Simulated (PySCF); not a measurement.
C3H5BO2. Atoms are numbered in the order given.

```xyz
11

O     -0.1112    -2.1180     0.0000
B      0.0034    -0.7613     0.0000
C      1.2669     0.2158     0.0000
C      0.5491     1.5459     0.0000
C     -0.7837     1.3319     0.0000
O     -1.1679    -0.0008     0.0000
H      0.7572    -2.5543     0.0000
H      1.9270     0.0789    -0.8868
H      1.9270     0.0789     0.8868
H      1.0222     2.5373     0.0000
H     -1.6119     2.0548     0.0000
```

Geometry optimised at PBE-D3(BJ)/def2-SVP. One conformer was computed; it need not be the lowest.

Method: B3LYP/pcSseg-1 (PySCF).

GIAO shieldings, no solvent; atoms alike by connectivity are averaged. δ = σ(ref) − σ: ¹⁷O against H2O (σ = 333.8 ppm); ¹¹B against BF3 (σ = 86.3 ppm); ¹³C against TMS (σ = 181.3 ppm); ¹H against TMS (σ = 31.68 ppm), references at their B3LYP-D3(BJ)/def2-TZVP geometries, non-relativistic.

```json
[
 {"atoms": "O6", "nucleus": "¹⁷O", "count": "1", "δ (ppm)": "?"},
 {"atoms": "O1", "nucleus": "¹⁷O", "count": "1", "δ (ppm)": "132.7"},
 {"atoms": "B2", "nucleus": "¹¹B", "count": "1", "δ (ppm)": "?"},
 {"atoms": "C5", "nucleus": "¹³C", "count": "1", "δ (ppm)": "?"},
 {"atoms": "C4", "nucleus": "¹³C", "count": "1", "δ (ppm)": "118.1"},
 {"atoms": "C3", "nucleus": "¹³C", "count": "1", "δ (ppm)": "20.0"},
 {"atoms": "H11", "nucleus": "¹H", "count": "1", "δ (ppm)": "?"},
 {"atoms": "H10", "nucleus": "¹H", "count": "1", "δ (ppm)": "5.81"},
 {"atoms": "H7", "nucleus": "¹H", "count": "1", "δ (ppm)": "?"},
 {"atoms": "H8, H9", "nucleus": "¹H", "count": "2", "δ (ppm)": "1.99"}
]
```

Task: Fill in the missing entries. (An estimate is asked for; the answer gives what the named calculation found.)

Result: 
- B2, δ (ppm): 28.3
- O6, δ (ppm): 230.6
- C5, δ (ppm): 163.6
- H7, δ (ppm): 4.70
- H11, δ (ppm): 7.14
